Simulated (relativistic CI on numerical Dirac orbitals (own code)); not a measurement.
# Zn VII: what numerical and physical settings do to a radial Dirac CI calculation

Reference input:

```
atom Zn  Z=30  charge=6  electrons=24
nucleus A=64  rms_radius_fm=3.9283
hamiltonian dirac-coulomb  breit=on  qed=on  c_scale=1
orbitals kli  potential=per-configuration
slater_scale 1
correlation none
mixing on
grid step=0.0125 r_max=21.3
scf mixing=0.4 start=green max_iterations=150 tolerance=2e-08 node_fill=0.05
configurations
  [Ar] 3d6
  [Ar] 3d5 4s
end
```

Computed lowest total energy -1782.04884 Ha, first excitation 1536.9 cm⁻¹, 23 SCF steps. Runs with settings changed; * marks those that are bad on purpose:

```csv
Changed,Outcome,Lowest level,ΔE (Ha),First excitation (cm⁻¹),SCF steps,Message
"end of the grid at 14.91 bohr, Slater scale 0.6, iteration limit 20",converged,3d6 5D_4,0.0975,1586.8,23,
"node fill of the KLI weights 0.5, start potential bare",converged,3d6 5D_4,0.0201,1584.3,27,
SCF mixing 0.1,converged,3d6 5D_4,-1.07e-10,1536.9,26,
"grid step 0.04, iteration limit 30",converged,3d6 5D_4,0.000258,1536.9,23,
end of the grid at 1.7 bohr *,not converged,,,,11,orbital 2s not found
iteration limit 1 *,not converged,,,,1,SCF of 1s2 2s2 2p6 3s2 3p6 3d6 did not converge
```
